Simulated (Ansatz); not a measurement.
Species: CH₅GaN, charge 0, doublet. CH5GaN (SMILES [Ga]([NH2])[CH3], doublet).
B3LYP-D3(BJ)/def2-TZVP minimum from Ansatz (a quantum-chemistry and plane-wave program):
```xyz
8

Ga     0.2369     0.1743     0.2778
C     -0.6462     1.1116    -1.2803
H     -1.7212     1.1375    -1.0936
H     -0.4482     0.5282    -2.1814
H     -0.2745     2.1253    -1.4071
N     -0.0910    -1.6390     0.4089
H     -0.6607    -2.1575    -0.2442
H      0.2752    -2.2328     1.1351
```
Charge 0, spin multiplicity 2.

Total energies in cc-pVDZ, 17 correlated electrons, 16 frozen orbitals. Radicals and triplets start from unrestricted determinants; spin-orbit coupling is neglected. Correlated methods leave the cores frozen (noble-gas shells, and filled d and f shells in the p block). No relativity. The spin of CH5GaN ([CH3][Ga][NH2], doublet) was assumed, and the state is the lowest solution found for it.

```tsv
method	program	energy (Eh)	minus CCSDT(Q) (mEh)
HF	Ansatz	-2018.43801	418.97
MP2	Ansatz	-2018.80963	47.35
CCSD	Ansatz	-2018.84375	13.23
CCSD(T)	Ansatz	-2018.85502	1.95
CCSDT(Q)	Ansatz	-2018.85698	0.00
```
